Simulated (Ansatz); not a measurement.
Ligand exchange: C4H10BCl + GeH2(CH3)2 → C4H11B + GeH(CH3)2Cl

Species: C4H10BCl (chlorodiethylborane) `CCB(Cl)CC`, singlet; GeH2(CH3)2, singlet; C4H11B `CCBCC`, singlet; GeH(CH3)2Cl, singlet. The partners trade Cl for H: B–Cl and Ge–H bonds give way to B–H and Ge–Cl.

Shapes, held fixed at every level: PBE0-D4/def2-TZVP. Flexible molecules stand in one conformer, not always the lowest. Programs: Ansatz 0.2.0. The zero-point and thermal change to 298 K, harmonic and unscaled (PBE0-D4/def2-TZVP), is +1.3 kJ/mol.

(1) Estimate ΔH(298 K) of this reaction.

## Answers

(1) MP2/def2-TZVPP gives ΔH(298 K) = +23.6 kJ/mol; the levels span +1.2 to +36.5. The median of the levels is +18.7. No measured value is set beside it here. Relativity is left out for Ge. Outer-core shells of Ge are correlated, in sets that cover them unevenly.

| level | kind | ΔH(298 K) (kJ/mol) |
| --- | --- | --- |
| HF/def2-TZVPP | Hartree–Fock | +1.2 |
| SPW92/def2-TZVPP | LDA | +36.5 |
| BHLYP-D4/def2-TZVPP | global hybrid | +13.8 |
| wB97M-V/def2-TZVPP | range-separated hybrid | +20.3 |
| wB97X-V/def2-TZVPP | range-separated hybrid | +18.7 |
| B2PLYP/def2-TZVPP | double hybrid | +17.2 |
| MP2/def2-TZVPP | perturbation theory | +23.6 |
